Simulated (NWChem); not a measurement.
**ITl**

```xyz
2

Tl     0.0000     0.0000    -1.1460
I      0.0000     0.0000     1.7514
```
Charge 0, spin multiplicity 1.

Program: NWChem. Structure: optimised with B3LYP/def2-SVP with def2 effective core potentials on I, Tl, a minimum by its harmonic frequencies.

Symmetry labels belong to the abelian group C2v used in the runs, with the axes of the coordinates shown; states degenerate in a higher group split over its labels.

Effective core potentials replace the inner electrons of I, Tl; spin-orbit coupling is left out. The structure started from a generated list of species.

List the lowest 6 singlet excitations that TD-BHandHLYP/def2-SVPD with def2 effective core potentials on I, Tl gives, with oscillator strengths.


```json
[
 {"state": "1", "symmetry": "b2", "energy (eV)": "3.93", "wavelength (nm)": "315", "f": "0.018"},
 {"state": "2", "symmetry": "b1", "energy (eV)": "3.93", "wavelength (nm)": "315", "f": "0.018"},
 {"state": "3", "symmetry": "a2", "energy (eV)": "4.04", "wavelength (nm)": "307", "f": "0.000"},
 {"state": "4", "symmetry": "a1", "energy (eV)": "4.08", "wavelength (nm)": "304", "f": "0.000"},
 {"state": "5", "symmetry": "a2", "energy (eV)": "4.08", "wavelength (nm)": "304", "f": "0.000"},
 {"state": "6", "symmetry": "a1", "energy (eV)": "4.45", "wavelength (nm)": "279", "f": "0.015"}
]
```
